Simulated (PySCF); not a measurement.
Isomers C6H9N3:

A. SMILES C1(C)=NNN=C1C1CC1
B. `InChI=1S/C6H9N3/c1-3-4-9-5-6(2)7-8-9/h3,5H,1,4H2,2H3`
C. `C=Cn1cc(CC)nn1`
D. `n1(C=C)c(C)nnc1C`

Spectrum 1. 1H NMR (500 MHz, computed): δ 7.56 (s, 1H), 7.47 (m, 1H), 5.43 (m, 1H), 5.08 (m, 1H), 2.60 (q, 2H), 1.42 (t, 3H). 13C{1H} NMR (computed): δ 154.0 (C), 139.9 (CH), 118.5 (CH), 103.2 (CH2), 22.6 (CH2), 16.7 (CH3).

Spectrum 2. 1H NMR (500 MHz, computed): δ 9.89 (br s, 1H), 2.40 (s, 3H), 1.52 (m, 1H), 0.98 (m, 2H), 0.97 (m, 2H). 13C{1H} NMR (computed): δ 152.3 (C), 143.9 (C), 12.9 (CH2), 11.5 (CH3), 7.6 (CH).

Spectrum 3. 1H NMR (500 MHz, computed): δ 6.76 (m, 1H), 5.43 (m, 1H), 5.00 (m, 1H), 2.47 (s, 6H). 13C{1H} NMR (computed): δ 152.2 (C), 134.8 (CH), 105.1 (CH2), 14.4 (CH3).

Spectrum 4. 1H NMR (500 MHz, computed): δ 7.27 (s, 1H), 6.15 (m, 1H), 5.75 (m, 1H), 5.58 (m, 1H), 4.77 (d, 2H), 2.43 (s, 3H). 13C{1H} NMR (computed): δ 147.5 (C), 143.8 (CH), 127.4 (CH2), 124.5 (CH), 54.9 (CH2), 12.8 (CH3).

- PBE0-D3(BJ)/def2-SVP geometry
- GIAO PBE0/pcSseg-1 shieldings
- run in PySCF 2.14
- isolated molecule, rapidly exchanging positions averaged, one computed conformer, relativity neglected

Shifts are taken against calculated references (same method and geometry level): 1H (σref 31.27) and 13C (σref 184.41) against TMS. Where no couplings were computed, multiplicities follow the n + 1 count of equivalent neighbours, and m marks all less simple cases (inequivalent or close neighbours, rings, F or P nearby). Shifts are as computed. Against solution values, carbons near 30 ppm lie about +2 ppm off and those near 130 ppm about +5 ppm (rms about the fit 1.9 ppm; single classes can miss by 10 ppm). Of 1328 compounds with measured shifts, 309 miss one by over three times the rms of a fit or turn the order of signals round; such compounds aren't used in these exercises. Signals without a measured value on file couldn't be tested in this way; 1H shifts scatter by 0.2 ppm about their fit, and single ones miss by 0.5 ppm. OH and NH positions are gas-phase values without hydrogen bonding to other molecules.

Question: Match each spectrum to its structure.

Answer: 1–C, 2–A, 3–D, 4–B.

- Spectrum 1 (C): 6 13C signals; δC 139.9 is an alkene CH; δC 103.2 is a terminal =CH2 carbon.
- Spectrum 2 (A): 5 13C signals; δC 12.9 is a three-membered-ring carbon; δC 11.5 is a methyl carbon on an aromatic ring.
- Spectrum 3 (D): 4 13C signals; δC 134.8 is an alkene CH; δC 105.1 is a terminal =CH2 carbon.
- Spectrum 4 (B): 6 13C signals; δC 143.8 is an alkene CH; δC 127.4 is a terminal =CH2 carbon.
